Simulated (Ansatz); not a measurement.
CoO2⁻. Total charge -1; singlet. Geometry r2SCAN-D4/def2-TZVPD.

Cartesian coordinates in Å:
```
Co -1.051 -0.272 0.109
O 0.521 0.419 0.609
O 0.530 -0.147 -0.718
```

B3LYP takes the VWN-RPA correlation. The structure holds 1 bond(s) between oxygen atoms. The restricted singlet is unstable towards broken spin symmetry in Hartree–Fock (as tested in another run); at PBE-D4/def2-TZVPD, r2SCAN-D4/def2-TZVPD, B3LYP-D4/def2-TZVPD, PBE0-D4/def2-TZVPD and others this wasn't settled. At PBE-D4/def2-TZVPD, r2SCAN-D4/def2-TZVPD, B3LYP-D4/def2-TZVPD, PBE0-D4/def2-TZVPD the highest occupied level of the charge -1 singlet lies above zero (up to 2.10 eV). The electron is either unbound and held by the finite basis, or the level is raised by self-interaction error. At PBE-D4/def2-TZVPD an occupied level of the charge -1 singlet lies above an empty one (by up to 0.15 eV), so this SCF solution is probably not the lowest. No other spin state of charge -1 was run. The geometry of the singlet was relaxed on an unsound state (restricted singlet whose occupied levels cross empty ones at other levels, untested at these). Another isomer (quintet) lies 4.06 eV lower at PBE0-D4/def2-TZVPD; other spin states weren't run for this one.

Task: Estimate the orbital energies around the gap (eV) in Ansatz with PBE-D4/def2-TZVPD, r2SCAN-D4/def2-TZVPD, B3LYP-D4/def2-TZVPD, PBE0-D4/def2-TZVPD, ωB97X-V/def2-TZVPD.

Result: 
```json
{"orbital": "HOMO−9", "PBE-D4/def2-TZVPD": "-13.62", "r2SCAN-D4/def2-TZVPD": "-14.63", "B3LYP-D4/def2-TZVPD": "-15.37", "PBE0-D4/def2-TZVPD": "-15.86", "ωB97X-V/def2-TZVPD": "-18.43"}
{"orbital": "HOMO−8", "PBE-D4/def2-TZVPD": "-4.88", "r2SCAN-D4/def2-TZVPD": "-5.08", "B3LYP-D4/def2-TZVPD": "-5.73", "PBE0-D4/def2-TZVPD": "-5.98", "ωB97X-V/def2-TZVPD": "-8.34"}
{"orbital": "HOMO−7", "PBE-D4/def2-TZVPD": "-4.48", "r2SCAN-D4/def2-TZVPD": "-4.67", "B3LYP-D4/def2-TZVPD": "-5.31", "PBE0-D4/def2-TZVPD": "-5.52", "ωB97X-V/def2-TZVPD": "-7.85"}
{"orbital": "HOMO−6", "PBE-D4/def2-TZVPD": "-3.54", "r2SCAN-D4/def2-TZVPD": "-3.87", "B3LYP-D4/def2-TZVPD": "-4.86", "PBE0-D4/def2-TZVPD": "-5.13", "ωB97X-V/def2-TZVPD": "-7.64"}
{"orbital": "HOMO−5", "PBE-D4/def2-TZVPD": "-1.55", "r2SCAN-D4/def2-TZVPD": "-1.60", "B3LYP-D4/def2-TZVPD": "-2.21", "PBE0-D4/def2-TZVPD": "-2.32", "ωB97X-V/def2-TZVPD": "-4.59"}
{"orbital": "HOMO−4", "PBE-D4/def2-TZVPD": "0.39", "r2SCAN-D4/def2-TZVPD": "0.05", "B3LYP-D4/def2-TZVPD": "-1.24", "PBE0-D4/def2-TZVPD": "-1.52", "ωB97X-V/def2-TZVPD": "-4.03"}
{"orbital": "HOMO−3", "PBE-D4/def2-TZVPD": "1.10", "r2SCAN-D4/def2-TZVPD": "0.69", "B3LYP-D4/def2-TZVPD": "-0.86", "PBE0-D4/def2-TZVPD": "-1.16", "ωB97X-V/def2-TZVPD": "-3.67"}
{"orbital": "HOMO−2", "PBE-D4/def2-TZVPD": "1.44", "r2SCAN-D4/def2-TZVPD": "0.94", "B3LYP-D4/def2-TZVPD": "-0.54", "PBE0-D4/def2-TZVPD": "-0.83", "ωB97X-V/def2-TZVPD": "-3.27"}
{"orbital": "HOMO−1", "PBE-D4/def2-TZVPD": "1.47", "r2SCAN-D4/def2-TZVPD": "1.20", "B3LYP-D4/def2-TZVPD": "0.46", "PBE0-D4/def2-TZVPD": "0.28", "ωB97X-V/def2-TZVPD": "-2.13"}
{"orbital": "HOMO", "PBE-D4/def2-TZVPD": "2.10", "r2SCAN-D4/def2-TZVPD": "1.71", "B3LYP-D4/def2-TZVPD": "0.48", "PBE0-D4/def2-TZVPD": "0.33", "ωB97X-V/def2-TZVPD": "-1.92"}
{"orbital": "LUMO", "PBE-D4/def2-TZVPD": "1.95", "r2SCAN-D4/def2-TZVPD": "2.01", "B3LYP-D4/def2-TZVPD": "2.52", "PBE0-D4/def2-TZVPD": "2.77", "ωB97X-V/def2-TZVPD": "4.61"}
{"orbital": "LUMO+1", "PBE-D4/def2-TZVPD": "2.34", "r2SCAN-D4/def2-TZVPD": "2.55", "B3LYP-D4/def2-TZVPD": "3.22", "PBE0-D4/def2-TZVPD": "3.51", "ωB97X-V/def2-TZVPD": "4.97"}
{"orbital": "LUMO+2", "PBE-D4/def2-TZVPD": "3.89", "r2SCAN-D4/def2-TZVPD": "4.15", "B3LYP-D4/def2-TZVPD": "4.15", "PBE0-D4/def2-TZVPD": "4.31", "ωB97X-V/def2-TZVPD": "5.60"}
{"orbital": "LUMO+3", "PBE-D4/def2-TZVPD": "3.89", "r2SCAN-D4/def2-TZVPD": "4.35", "B3LYP-D4/def2-TZVPD": "4.47", "PBE0-D4/def2-TZVPD": "4.74", "ωB97X-V/def2-TZVPD": "5.91"}
{"orbital": "LUMO+4", "PBE-D4/def2-TZVPD": "4.20", "r2SCAN-D4/def2-TZVPD": "4.79", "B3LYP-D4/def2-TZVPD": "4.54", "PBE0-D4/def2-TZVPD": "4.77", "ωB97X-V/def2-TZVPD": "6.55"}
{"orbital": "LUMO+5", "PBE-D4/def2-TZVPD": "4.98", "r2SCAN-D4/def2-TZVPD": "5.56", "B3LYP-D4/def2-TZVPD": "5.49", "PBE0-D4/def2-TZVPD": "5.71", "ωB97X-V/def2-TZVPD": "7.09"}
```
